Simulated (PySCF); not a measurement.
A structure optimised at PBE-D3(BJ)/def2-SVP, used in a PySCF frequency run:

```xyz
12

C      2.5430     0.9299    -0.8645
C      1.3269     0.4755    -1.1001
C      0.0947     0.0303    -1.2422
Si    -0.9931    -0.0656     0.2815
O     -1.3671    -1.6943     0.4414
O     -0.1691     0.5752     1.5900
H      2.7786     2.0041    -0.9515
H      3.3698     0.2455    -0.6090
H     -0.2643    -0.3035    -2.2337
H     -2.2502     0.7433     0.1768
H     -2.0264    -1.8892     1.1307
H      0.7978     0.4571     1.5349
```

**Question.** Write its SMILES and formula.

**Answer.** C=C=C[SiH](O)O, C3H6O2Si

**Question.** What are its rotational constants (standard atomic weights)?

**Answer.** 5.3035, 1.7785, 1.5110 GHz
